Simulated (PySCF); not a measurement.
Input of a run (PBE0-D3(BJ)/def2-SVP geometry optimisation, gas phase (PySCF 2.14.0)), started from GFN2-xTB:
```
{"job": {"xc": "PBE0", "basis": "def2-SVP", "d3": "d3bj", "grid": 1, "kind": "geom"}, "charge": 0, "multiplicity": 1}
C     -3.755901     0.411749    -0.571645
C     -2.566558     0.071924     0.181107
C     -1.587135    -0.215725     0.808821
C     -0.389071    -0.553564     1.554329
C      0.820167     0.271633     1.097549
C      1.164435     0.098768    -0.385293
C      1.629323    -1.322200    -0.696569
C      2.249391     1.099052    -0.781256
H     -4.391291    -0.466702    -0.683301
H     -4.318094     1.189554    -0.055138
H     -3.480352     0.774470    -1.561832
H     -0.569425    -0.362724     2.617265
H     -0.185887    -1.621508     1.437676
H      1.686750    -0.007438     1.703025
H      0.607204     1.327244     1.284050
H      0.262632     0.308601    -0.971237
H      0.822202    -2.037982    -0.564044
H      1.968930    -1.388343    -1.727917
H      2.455638    -1.603127    -0.045725
H      3.160649     0.913750    -0.215373
H      1.925035     2.118648    -0.584726
H      2.480949     1.013305    -1.840614
```

Output (energies in Eh, forces in Eh/bohr):
```
step   0  E = -312.63083597  max force = 0.019647
step   1  E = -312.63347422  max force = 0.002881
step   2  E = -312.63353384  max force = 0.000577
step   3  E = -312.63355796  max force = 0.000424
step   4  E = -312.63358934  max force = 0.000912
step   5  E = -312.63360685  max force = 0.000630
step   6  E = -312.63361424  max force = 0.000383
optimisation converged
```

Q: Summarise the run.

A: The energy falls by 0.076 eV over 7 energy and gradient evaluations, the largest force component goes from 0.0196 to 3.8e-04 Eh/bohr, and the atoms move by 0.134 Å rms after alignment. Among the bonds, C2≡C3, C7–H17, C7–H19 and C8–H20 change most and about equally (+0.014 to +0.015 Å). Bonds longer at the end by more than 0.005 Å: 17 of 21; shorter: 0. Among the angles that change most is H12–C4–H13, from 107.7° to 105.5°. The energy never rose by more than 1e-6 Eh on the way. The first step brought 95 % of the lowering.

Q: What are the final bond lengths?

A: C1–C2 1.455 Å, C2≡C3 1.213 Å, C3–C4 1.459 Å, C4–C5 1.533 Å, C5–C6 1.529 Å, C6–C7 1.525 Å, C6–C8 1.525 Å, C1–H9 1.102 Å, C1–H10 1.102 Å, C1–H11 1.101 Å, C4–H12 1.103 Å, C4–H13 1.104 Å, C5–H14 1.105 Å, C5–H15 1.103 Å, C6–H16 1.105 Å, C7–H17 1.100 Å, C7–H18 1.101 Å, C7–H19 1.103 Å, C8–H20 1.103 Å, C8–H21 1.101 Å, C8–H22 1.101 Å. Numbering counts from 1 in the input's order; the species is 6-methyl-2-heptyne, `C(CC#CC)C(C)C`.

The run used 182 basis functions and 46 SCF cycles in all. The run took about 4 min of CPU time (one thread, shared machine).

No frequency check. One conformer, not necessarily the lowest.

The values belong to the conformer `[CH3:1][C:2]#[C:3][CH2:4][CH2:5][CH:6]([CH3:7])[CH3:8]`: C3–C4–C5–C6 -57°, C4–C5–C6–C7 -59°.
